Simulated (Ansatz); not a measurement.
Consider the atomization: `[OH][GeH]([F])[CH2]Cl` → C• + Cl• + F• + Ge• + 4 H• + O•.

Calculated with Ansatz (gas phase, PBE0-D4/def2-TZVP geometries, no zero-point term in ΔE). CCSD(T)/CBS is the MP2 limit (def2-TZVPP, def2-QZVPP) plus CCSD(T) − MP2 in def2-TZVPP, frozen cores. This one scheme is used for every species, atoms too. Functionals use def2-TZVPP. No spin–orbit coupling; open shells (•) take unrestricted orbitals. Spin–orbit coupling would lower the free atoms: a little for C, Cl, F, O; clearly for Ge. For Ge outer-core shells are correlated without core-valence functions, so the limit isn't a true one: a few kJ/mol of doubt a bond, and 10 to 20 or more in all where bonds break to atoms. Scalar relativity is left out up to krypton. Each species was taken in one conformer, which may not be the lowest.

```tsv
level	ΔE (eV)
r2SCAN-D4	32.24
B2PLYP	31.70
PBE	32.53
PBE0	31.78
SCS-MP2/def2-TZVPP	31.92
HF/def2-QZVPP	22.58
SCS-MP2/def2-QZVPP	32.49
CCSD/CBS(def2)	31.76
```

Problem. What does CCSD(T)/CBS give? (Best estimate.)

Solution. Computed: +32.34 eV. The listed levels differ from it by -0.10, -0.64, 0.19, -0.56, -0.42, -9.76, 0.15, -0.58 eV.

Largest T1 diagnostic among the species: 0.011.

In def2-TZVPP, CCSD(T) changes the Hartree–Fock value by +8.95 eV (the triples alone add +0.58 eV) and MP2 by +9.81 eV; breaking electron pairs costs correlation energy, which Hartree–Fock lacks. The D4 term adds +0.32 eV with B3LYP and +0.17 eV with PBE0; it sums over pairs of atoms, weighted by their polarisabilities, and B3LYP, whose exchange is more repulsive, gets the larger term. From PBE to PBE0 (25 % exact exchange), in def2-TZVPP and without D4, ΔE moves by −0.75 eV: exact exchange takes away binding that semilocal exchange gives to molecules.

B3LYP here is the variant with VWN-RPA as its local correlation; programs differ in this.

For atomizations the MP2-based limit and the directly extrapolated one differ by several kJ/mol either way, and by 10 to 25 for some Ge, Se and Sn compounds, so smaller differences from it don't rank the levels.
